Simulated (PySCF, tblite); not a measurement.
Isomers of [C9H14P]+ (charge +1), one GFN2-xTB conformer each. Single-point energies are computed at PBE0/pcSseg-1 (PySCF, gas phase, no added dispersion term), electronic only.

```tsv
SMILES	GFN2-xTB relative energy (kcal/mol)
C#CC[P@+](C)(C#CC)CC	40.6
C/C=C\[P+]1(C)C=CCC=C1	3.7
C=CC1=C(C)C(C)=C[P@@H+]1C	0.0
```

Conformers: `[CH:1]#[C:2][CH2:3][P@+:4]([CH3:5])([C:6]#[C:7][CH3:8])[CH2:9][CH3:10]` (charge +1) with C2–C3–P4–C5 -63°, C3–P4–C9–C10 59°; `[CH3:1]/[CH:2]=[CH:3]\[P+:4]1([CH3:5])[CH:6]=[CH:7][CH2:8][CH:9]=[CH:10]1` (charge +1) with C2–C3–P4–C5 -178°; `[CH2:1]=[CH:2][C:3]1=[C:4]([CH3:5])[C:6]([CH3:7])=[CH:8][P@@H+:9]1[CH3:10]` (charge +1) with C1–C2–C3–C4 -170°.

Question: What does PBE0/pcSseg-1 give for the same structures?

Answer: 
```tsv
SMILES	PBE0/pcSseg-1 E (Eh)	PBE0/pcSseg-1 (kcal/mol)	GFN2-xTB (kcal/mol)	point group
C/C=C\[P+]1(C)C=CCC=C1	-691.85586	0.0	3.7	near Cs
C=CC1=C(C)C(C)=C[P@@H+]1C	-691.84732	5.4	0.0	C1
C#CC[P@+](C)(C#CC)CC	-691.77761	49.1	40.6	C1
```

GFN2-xTB puts C=CC1=C(C)C(C)=C[P@@H+]1C lowest instead; measured from each level's own lowest isomer, the values differ by up to 8.5 kcal/mol (C#CC[P@+](C)(C#CC)CC: 40.6 against 49.1). 

Question: Which frontier levels and rotational constants go with these structures?

Answer: 
| SMILES | HOMO (eV, PBE0/pcSseg-1) | LUMO (eV) | A, B, C (MHz) |
| --- | --- | --- | --- |
| C/C=C\[P+]1(C)C=CCC=C1 | -11.92 | -5.00 | 1474, 1025, 823.4 |
| C=CC1=C(C)C(C)=C[P@@H+]1C | -10.58 | -6.44 | 1584, 1010, 665.3 |
| C#CC[P@+](C)(C#CC)CC | -11.79 | -4.57 | 1722, 647.2, 589.8 |

Question: What happens when harmonic zero-point energies from GFN2-xTB frequencies are added?

Answer: 
| SMILES | ZPE (kcal/mol) | electronic (kcal/mol) | with ZPE (kcal/mol) |
| --- | --- | --- | --- |
| C/C=C\[P+]1(C)C=CCC=C1 | 124.4 | 0.0 | 0.0 |
| C=CC1=C(C)C(C)=C[P@@H+]1C | 123.1 | 5.4 | 4.0 |
| C#CC[P@+](C)(C#CC)CC | 121.7 | 49.1 | 46.4 |

The zero-point energies span 2.7 kcal/mol. The order is unchanged.
